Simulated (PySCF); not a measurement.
Compound: C3H7BGe.
SMILES with atom numbers: `[BH2:1][GeH2:2][CH2:3][C:4]#[CH:5]` (hydrogens: H6, H7 on B1; H8, H9 on Ge2; H10, H11 on C3; H12 on C5)

Method used: PySCF 2.14.0, PBE0-D3(BJ)/def2-SVP geometry optimisation, gas phase.

(1) Give the optimised bond lengths and angles.

Answers

(1) 
```csv
bond,length (pm),order
B1–Ge2,206.3,single
Ge2–C3,198.9,single
C3–C4,144.8,single
C4≡C5,121.4,triple
"B1–H6, B1–H7",120.7,single
"Ge2–H8, Ge2–H9",154.5,single
"C3–H10, C3–H11",110.1,single
C5–H12,107.4,single
```

Bonds in one row agree within 1 pm and their mean is given. Orders are formal, as drawn. A selection of angles:
```csv
angle,degrees
Ge2–B1–H6,122.8
Ge2–B1–H7,118.7
H6–B1–H7,118.5
B1–Ge2–C3,106.2
B1–Ge2–H8,114.7
B1–Ge2–H9,111.5
C3–Ge2–H8,107.7
C3–Ge2–H9,108.8
H8–Ge2–H9,107.7
Ge2–C3–C4,107.6
Ge2–C3–H10,108.5
C4–C3–H10,110.9
H10–C3–H11,107.9
C3–C4–C5,175.8
C4–C5–H12,178.2
```

Torsions: B1–Ge2–C3–C4 -45° (synclinal). The mirror-image conformer, all signs reversed, is as good.

Ge2 (germanium bonded to B, C and 2 H) is distorted tetrahedral (angles from 106.2° to 114.7°). B1 (three-coordinate boron) is planar (angles 122.8°, 118.7° and 118.5°, sum 360.0°, 0.01 Å off the plane of its three neighbours). The 2 C–C bonds span 1.214 Å (C4≡C5, drawn triple) to 1.448 Å (C3–C4, drawn single), a spread of 0.234 Å.

Point group: C1 (no symmetry element, even within 0.4 Å). Stationary, but not proved a minimum. One conformer, not necessarily the lowest (H–B1–Ge2–C3 136° and -45°, B1–Ge2–C3–C4 -45°).

The run took 81 s of wall time on one thread, Arm Neoverse V2 (aarch64), on a shared host, and the process peaked at 0.52 GiB of memory. This is the geometry optimisation.
